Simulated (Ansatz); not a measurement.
Basis sets compared for AsH2(SiMe3) (C₃H₁₁AsSi). The state is a singlet with charge 0. Geometry PBE-D4/def2-SVP. Ansatz on 2 threads of AMD EPYC 7R13 on a shared host; times are rough, and most runs start from earlier orbitals.

```xyz
16

As    1.2089    1.0379   -1.9053
H     1.7714   -0.3472   -2.2877
H    -0.0255    0.8236   -2.8057
Si    0.0714    0.1121   -0.0026
C     1.3841   -0.2600    1.3117
C    -1.1333    1.4266    0.6372
C    -0.8717   -1.4696   -0.4439
H     0.9093   -0.6533    2.2354
H     1.9528    0.6526    1.5833
H     2.1090   -1.0198    0.9542
H    -0.6021    2.3617    0.9081
H    -1.8991    1.6785   -0.1248
H    -1.6635    1.0611    1.5420
H    -1.6427   -1.2729   -1.2163
H    -0.1867   -2.2477   -0.8375
H    -1.3824   -1.8836    0.4519
```

Binding counts from free atoms (As quartet, H doublet, Si triplet, C triplet) in the same basis, without a counterpoise term.

| level | functions | energy (Eh) | HOMO (eV) | LUMO (eV) | binding per atom (eV) | wall time |
| --- | --- | --- | --- | --- | --- | --- |
| PBE-D4/def2-SVP | 147 | -2645.2355 | -5.85 | -0.08 | 3.70 | 2.4 s |
| PBE-D4/def2-TZVP | 244 | -2645.7488 | -5.91 | -0.37 | 3.69 | 3.5 s |
| PBE0-D4/def2-SVP | 147 | -2645.3621 | -6.93 | 0.76 | 3.67 | 3.5 s |
| PBE0-D4/def2-TZVP | 244 | -2645.8689 | -6.96 | 0.40 | 3.66 | 6.5 s |
| BHLYP-D4/def2-TZVP (with forces) | 244 | -2646.3194 | -7.89 | 1.06 | 3.60 | 9.5 s |

Problem. Estimate the rows for PBE-D4/def2-TZVPD, PBE0-D4/def2-TZVPD, BHLYP-D4/def2-TZVPD.

Solution. 
```tsv
level	functions	energy (Eh)	HOMO (eV)	LUMO (eV)	binding per atom (eV)	wall time
PBE-D4/def2-TZVPD	307	-2645.7503	-5.95	-0.75	3.70	1.6 s
PBE0-D4/def2-TZVPD	307	-2645.8701	-6.98	-0.09	3.66	1.9 s
BHLYP-D4/def2-TZVPD	307	-2646.3205	-7.90	0.41	3.60	2 s
```
